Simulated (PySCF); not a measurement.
# Electron correlation in Mg (magnesium, neutral)

[Ne] 3s2, closed-shell 1S. Computed with PySCF 2.14 in aug-cc-pVQZ with one added diffuse shell each of s, p, d, f, g type (8s7p5d4f3g, 109 functions), with the non-relativistic Hamiltonian (point nucleus). Frozen: [Ne]; 2 electrons correlated.

With two correlated electrons CCSD is exact within the correlated space (frozen core and kept virtual orbitals).

```json
{"level": "CCSD", "correlation energy (mhartree)": "-33.93"}
```

Diagnostics: T1 = 0.017, D1 = 0.0242, largest double amplitude 0.062.

Problem. Is a single reference adequate?

Solution. Yes: T1 lies below 0.03 and no double amplitude reaches 0.07.
